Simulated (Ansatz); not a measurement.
Isolated molecules relaxed with PBE0-D4/def2-TZVP in Ansatz; ΔE leaves out vibrations. CCSD(T)/CBS is the MP2 limit (def2-TZVPP, def2-QZVPP) plus CCSD(T) − MP2 in def2-TZVPP, frozen cores. This one scheme is used for every species. DFT in def2-TZVPP. def2 core potentials past Kr. For Mo outer-core shells are correlated without core-valence functions, which leaves a few kJ/mol of doubt a bond. One conformer a species, not always the lowest.

`[CH3][Mo](=[O])(=[O])[OH]` + HCl → `[O]=[Mo](=[O])([OH])[Cl]` + CH₄  (ligand exchange at a Mo–C bond)

Question: Is it downhill or uphill in electronic energy at CCSD(T)/CBS, and by how much? (An estimate is asked.)

Answer: Ansatz gave: Downhill: ΔE = -134.9 kJ/mol.

Question: What do these levels give: CAM-B3LYP-D4, ωB97M-V, r2SCAN, LC-ωPBE, RPA@PBE/def2-TZVPP, CCSD(T)/def2-SVP? (An estimate is asked.)

Answer: Ansatz gave: CAM-B3LYP-D4 -137.9, ωB97M-V -134.3, r2SCAN -147.4, LC-ωPBE -134.7, RPA@PBE/def2-TZVPP -130.4, CCSD(T)/def2-SVP -139.8 kJ/mol.

Largest T1 diagnostic among the species: 0.025, so the coupled-cluster value is less sure than usual.

From PBE to PBE0 (25 % exact exchange), in def2-TZVPP and without D4, ΔE moves by +3.2 kJ/mol. Leaving LDA and LC-ωPBE aside and taking each functional with its dispersion term where it has one, the values, not all of them listed here, spread over 16.6 kJ/mol, from B97M-V to ωB97M-V. LDA lies +5.5 kJ/mol from PBE without D4.
